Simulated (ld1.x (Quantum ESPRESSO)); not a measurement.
## Which setting gave this result? (boron, TM)

Base potential:

| Quantity | Value |
| --- | --- |
| Element | B |
| Generator | ld1.x (Quantum ESPRESSO) 7.5 |
| Type | norm-conserving Troullier–Martins (Kleinman–Bylander form) |
| Functional | LDA (PZ) |
| Relativity | scalar-relativistic |
| Frozen core | [He] |
| Valence charge | 3 |
| Reference configuration | 2s1 2p0 (charge +2) |
| Partial waves | 2s (bound): rc 1.35 bohr; 2p (bound, empty): rc 2.05 bohr; 3d channel at 0.05 Ry: rc 2.05 bohr |
| Local potential | the d channel |
| Core correction | none |

Cutoffs, loose and tight: the cutoffs (Ry, on a coarse ladder) from which the occupation-weighted sum of valence levels, in a spherical-Bessel basis at the reference potential, stays within 10 and 1 mRy of its value at 400 Ry. They do not see the model core or the augmentation charge, which bear on the density cutoff. Test errors are all-electron minus pseudo excitation energies from the reference, over the configurations 2s2 2p1; 2s2 2p0; 2s2 2p0.5; 2s1 2p1; 2s2 2p1.3; 2s0 2p3; 2s1 2p2 (two spin-polarised tests are not counted in the largest error); variants that change the core or the reference have their own tests.

Only the p radius is moved:

```tsv
p radius (bohr)	cutoff, loose	cutoff, tight	bound ghosts	largest test error (meV)	median size of the test errors
1.38	21 Ry	50 Ry	none	+223	150.5 meV
1.66	21 Ry	50 Ry	none	+239	157.4 meV
2.3	21 Ry	50 Ry	none	+358	202.4 meV
2.64	21 Ry	50 Ry	none	+484	247.2 meV
2.96	21 Ry	50 Ry	none	+697	321.6 meV
```

Question: One more run gave cutoff, loose: 21 Ry; cutoff, tight: 50 Ry; bound ghosts: none; largest test error (meV): +299; median size of the test errors: 180.7 meV. Which value of the p radius was used?

Answer: 2.08 bohr. The median size of the test errors moves one way along this sweep, from 150.5 meV at 1.38 to 321.6 meV at 2.96 bohr, which places the run between 1.66 and 2.3 bohr.
